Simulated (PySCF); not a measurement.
A run for PySCF: D3(BJ) and D4 dispersion corrections on H3NOSi (SMILES N[Si]O), a point of a torsion scan.

```python
from pyscf import gto
from pyscf.dispersion import dftd3, dftd4

mol = gto.M(
    atom='''
    N    -1.02768156   -0.04829326    0.17769365
    Si    0.39037561   -0.93045721    0.57547955
    O     1.54582860   -0.13264594   -0.26613427
    H    -1.93949573   -0.28919742    0.52492563
    H    -1.05423687    0.77275003   -0.41518222
    H     1.78233562    0.78773971   -0.17677012
    ''',
    basis='def2-svp',
    charge=0, spin=0, verbose=0, max_memory=1800)
d3, d4 = {}, {}
for xc in ['hf', 'pbe', 'blyp', 'revpbe', 'tpss', 'r2scan', 'b3lyp', 'pbe0', 'bhlyp', 'camb3lyp', 'b2plyp']:
    d3[xc] = float(dftd3.DFTD3Dispersion(mol, xc=xc, version='d3bj', atm=False).get_dispersion()['energy'])
    print(f'D3(BJ) {xc:10s} {d3[xc]:14.8f} Eh')
for xc in ['hf', 'pbe', 'blyp', 'revpbe', 'tpss', 'r2scan', 'b3lyp', 'pbe0', 'bhlyp', 'camb3lyp', 'b2plyp']:
    d4[xc] = float(dftd4.DFTD4Dispersion(mol, xc={'camb3lyp': 'cam-b3lyp'}.get(xc, xc), atm=True).get_dispersion()['energy'])
    print(f'D4     {xc:10s} {d4[xc]:14.8f} Eh')
```

The log:

```
D3(BJ) hf            -0.03260687 Eh
D3(BJ) pbe           -0.00345663 Eh
D3(BJ) blyp          -0.00763846 Eh
D3(BJ) revpbe        -0.00897269 Eh
D3(BJ) tpss          -0.00435920 Eh
D3(BJ) r2scan        -0.00088286 Eh
D3(BJ) b3lyp         -0.00625008 Eh
D3(BJ) pbe0          -0.00296242 Eh
D3(BJ) bhlyp         -0.00501183 Eh
D3(BJ) camb3lyp      -0.00267079 Eh
D3(BJ) b2plyp        -0.00292138 Eh
D4     hf            -0.01315078 Eh
D4     pbe           -0.00336097 Eh
D4     blyp          -0.00767596 Eh
D4     revpbe        -0.01113551 Eh
D4     tpss          -0.00455574 Eh
D4     r2scan        -0.00074669 Eh
D4     b3lyp         -0.00549667 Eh
D4     pbe0          -0.00277510 Eh
D4     bhlyp         -0.00409705 Eh
D4     camb3lyp      -0.00278525 Eh
D4     b2plyp        -0.00230894 Eh
```

The run finished.

Cost: around 0.020 core-seconds (rough).
